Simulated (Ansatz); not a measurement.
`[CH3][AlH][S][SiH3]` and `CBS[SiH3]` differ in one element.

Ansatz, PBE0-D4/def2-TZVP geometries, multiplicity 1. Each molecule was computed in one conformer, which needn't be the lowest.

```json
{"property": "HOMO–LUMO gap (B3LYP/def2-TZVPP) / eV", "`[CH3][AlH][S][SiH3]`": "6.05"}
{"property": "HOMO–LUMO gap (ωB97M-V/def2-TZVPP) / eV", "`[CH3][AlH][S][SiH3]`": "10.25"}
{"property": "HOMO energy (ωB97M-V/def2-TZVPP) / eV", "`[CH3][AlH][S][SiH3]`": "-9.78"}
{"property": "LUMO energy (B3LYP/def2-TZVPP) / eV", "`[CH3][AlH][S][SiH3]`": "-1.33"}
{"property": "HOMO–LUMO gap (PBE0/def2-TZVPP) / eV", "`[CH3][AlH][S][SiH3]`": "6.49"}
{"property": "HOMO energy (PBE0/def2-TZVPP) / eV", "`[CH3][AlH][S][SiH3]`": "-7.63"}
```

(1) What does the change do to each property? (Estimate.)

## Answers

(1) The calculation gave: 
| property | `CBS[SiH3]` | shift |
| --- | --- | --- |
| HOMO–LUMO gap (B3LYP/def2-TZVPP) / eV | 6.45 | 0.40 |
| HOMO–LUMO gap (ωB97M-V/def2-TZVPP) / eV | 10.95 | 0.70 |
| HOMO energy (ωB97M-V/def2-TZVPP) / eV | -10.09 | -0.31 |
| LUMO energy (B3LYP/def2-TZVPP) / eV | -1.26 | 0.07 |
| HOMO–LUMO gap (PBE0/def2-TZVPP) / eV | 6.87 | 0.38 |
| HOMO energy (PBE0/def2-TZVPP) / eV | -7.95 | -0.32 |

With PBE0 the HOMO falls by 0.32 eV and the LUMO rises by 0.06 eV, so the gap widens by about 0.38 eV. PBE moves the HOMO by -0.34 eV and ωB97M-V by -0.31 eV.

B3LYP here is the variant with VWN-RPA as its local correlation; programs differ in this.
